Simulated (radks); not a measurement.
Results of a calculation; reference values are marked as such.
Spin polarisation of the 2s1 shell in B2+. Start: [He] 2s(up 0.5, down 0.5); electrons of 2s are moved from spin down to spin up, other shells keep equal spins. Code: a radial shooting solver on a logarithmic mesh with Libxc functionals. Model: non-relativistic Kohn-Sham, PBE, spin-polarised, spherical densities, point nucleus.

moment (Bohr magnetons)	E - E(0) (eV)	e(2s up) (eV)	e(2s down) (eV)	1s down minus up (eV)
0	0.000	-31.466	-31.466	0.000
0.25	-0.049	-31.830	-31.048	0.187
0.5	-0.196	-32.150	-30.572	0.379
0.75	-0.443	-32.422	-30.056	0.583

At moment 0.75 the spin-polarisation energy is -0.443 eV and the 2s exchange splitting 2.366 eV, that is 3.155 eV per Bohr magneton; E = -I m^2/4 would give I = 3.148 eV.
